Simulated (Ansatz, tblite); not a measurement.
Cost and result up the ladder for InCl2F (4 atoms). Total charge 0; singlet. Geometry: r2SCAN-D4/def2-SVP.

```tsv
atom	x (Å)	y (Å)	z (Å)
In1	0.011	-0.064	-0.016
Cl2	1.080	0.819	1.844
Cl3	-1.426	1.169	-1.355
F4	0.335	-1.924	-0.473
```

Ansatz on 4 threads of Intel Xeon on a shared host; xTB runs through tblite on one thread. Times are rough, summed over both states, and most runs start from the orbitals of an earlier one. PBE0-D4/def2-TZVP serves as the yardstick here, not as an exact answer. The other state is a triplet.

In the def2 sets In takes a core potential; there is no spin–orbit coupling. The xTB rows come from tblite. HOMO above LUMO, or a gap near zero within one spin, warns that the state may not be the lowest or that an electron is smeared out.

xTB has no spin-polarisation term.

```json
{"level": "GFN2-xTB", "functions": "31", "wall time": "0.016 s"}
{"level": "GFN1-xTB", "functions": "31", "wall time": "0.022 s"}
{"level": "PBE-D4/def2-TZVP (with forces)", "functions": "155", "wall time": "7.8 s"}
{"level": "r2SCAN-D4/def2-TZVP", "functions": "155", "wall time": "12 s"}
{"level": "PBE0-D4/def2-TZVP", "functions": "155", "wall time": "12 s"}
```

Problem. Estimate what each level gives for the vertical triplet (eV).

Solution. 
| level | vertical triplet (eV) | difference from PBE0-D4/def2-TZVP (eV) | remarks |
| --- | --- | --- | --- |
| GFN2-xTB | 3.04 | -1.69 | – |
| GFN1-xTB | 4.28 | -0.46 | – |
| PBE-D4/def2-TZVP (with forces) | 4.20 | -0.54 | gap within one spin near zero (triplet) |
| r2SCAN-D4/def2-TZVP | 4.48 | -0.25 | gap within one spin near zero (triplet) |
| PBE0-D4/def2-TZVP | 4.73 | 0.00 | – |
